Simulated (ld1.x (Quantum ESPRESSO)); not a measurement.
nitrogen, PAW: configuration errors across variants

- Element: N (Z = 7)
- Generator: ld1.x (Quantum ESPRESSO) 7.5
- Type: PAW
- Functional: PBE
- Relativity: fully relativistic
- Frozen core: [He]
- Valence charge: 5
- Reference configuration: 2s2 2p3
- Partial waves: 2s (bound): rcut 0.80, rcutus 0.90 bohr; 2s channel at 3.5 Ry: rcut 0.80, rcutus 0.90 bohr; 2p (bound): rcut 1.35, rcutus 1.70 bohr; 2p channel at 0.65 Ry: rcut 1.35, rcutus 1.70 bohr
- Local potential: all-electron potential smoothed inside 1.40 bohr (lloc = -1)
- Core correction: Bessel-smoothed model core, default radius (core density twice the valence density)
- Augmentation charge: PSQ, radius 0.85 bohr

Open shells are filled in proportion to 2j + 1 (rel_dist='average').

All-electron excitation energies from the reference (eV): (1) 2s2 2p2 13.591; (2) 2s2 2p1 42.445; (3) 2s2 2p0 89.528; (4) 2s2 2p3.3 -1.619; (5) 2s2 2p2.5 5.093; (6) 2s1 2p0 167.346; (7) 2s1 2p4 11.508.

2 further variants failed, have other tests or another functional or relativity, and are left out.

Errors AE − PS in meV (a dash: test not solved or not reliable):

```tsv
change	(1)	(2)	(3)	(4)	(5)	(6)	(7)	bound ghosts
base	-0.7	-7.3	-28	0.0	-0.1	-57	-0.5	not determined
local potential all-electron potential smoothed inside 1.24 bohr (lloc = -1)	-0.5	-3.7	-5.7	0.0	-0.1	-27	-0.6	not determined
all radii but the core radius scaled by about 1.42 (s 1.28, p 2.40 bohr, rcut 1.14/1.92); local potential all-electron potential smoothed inside 1.98 bohr (lloc = -1); augmentation PSQ, radius 1.20 bohr	–	–	–	–	–	–	–	not determined
local potential all-electron potential smoothed inside 0.90 bohr (lloc = -2)	-0.4	-3.6	-5.1	0.0	-0.1	-27	-0.7	not determined
```

(1) Give the same row for: wave 2p channel at 0.65 Ry: rcut 1.35, rcutus 1.70 bohr becomes 2p channel at -0.15 Ry: rcut 1.35, rcutus 1.70 bohr.

## Answers

(1) -1.0, -7.5, -28, 0.0, -0.2, -57, -0.5; bound ghosts: not determined.
